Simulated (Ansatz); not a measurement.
`CS[SiH](Cl)Cl` + H₂S → `S[SiH](Cl)Cl` + CH₃SH at 600 K and 1 bar (ligand exchange at the Si–S bond).

Computed with Ansatz on PBE0-D4/def2-TZVP structures; ΔE is electronic, products minus reactants. CCSD(T)/CBS adds triple-zeta CCSD(T) − MP2 to the extrapolated MP2 energy (def2 sets, frozen cores). This one scheme is used for every species. Each species was taken in one conformer, which may not be the lowest.

```json
{"species": "`CS[SiH](Cl)Cl`", "CCSD(T)/CBS energy (Eh)": "-1647.00366", "H − E (kJ/mol)": "198.1", "S (J/(mol·K))": "462.2"}
{"species": "H₂S", "CCSD(T)/CBS energy (Eh)": "-398.97279", "H − E (kJ/mol)": "60.8", "S (J/(mol·K))": "230.9"}
{"species": "`S[SiH](Cl)Cl`", "CCSD(T)/CBS energy (Eh)": "-1607.74509", "H − E (kJ/mol)": "106.4", "S (J/(mol·K))": "405.4"}
{"species": "CH₃SH", "CCSD(T)/CBS energy (Eh)": "-438.22835", "H − E (kJ/mol)": "152.3", "S (J/(mol·K))": "296.8"}
```

H − E and S are ideal-gas, rigid-rotor, harmonic terms from PBE0-D4/def2-TZVP, for one conformer and one mirror image of each species. 1 Eh = 2625.50 kJ/mol, R = 8.31446 J/(mol·K).

**Question.** By hand: ΔE, ΔH, ΔS and ΔG.

**Answer.** ΔE = (-1607.74509) + (-438.22835) − (-1647.00366) − (-398.97279) = 0.00301 Eh = 7.9 kJ/mol. Δ(H − E) = 106.4 + 152.3 − 198.1 − 60.8 = -0.2, so ΔH = 7.7 kJ/mol. ΔS = 405.4 + 296.8 − 462.2 − 230.9 = 9.1 J/(mol·K). ΔG = 7.7 − 600 × (9.1)/1000 = 2.2 kJ/mol.

**Question.** By hand: the equilibrium constant, and the temperature at which ΔG would vanish if ΔH and ΔS stayed fixed.

**Answer.** log₁₀ K = −ΔG/(RT ln 10) = -0.2. ΔG = 0 at ΔH/ΔS = 846 K, though so small a ΔH makes that figure unsure.

TΔS isn't small against ΔH here. The sign of ΔG lies within the doubt. A doubt of 5 kJ/mol in ΔE shifts log₁₀ K by 0.4 here. Other conformers and mirror images would add mixing entropy, several J/(mol·K) or more a flexible species. Modes under 60 cm⁻¹, often nearly free rotors, make the harmonic entropy too high. These are equilibria of isolated gas molecules and say nothing of rates. Largest T1 diagnostic: 0.010 (customary marks: 0.02 for closed shells, 0.045 for open ones).
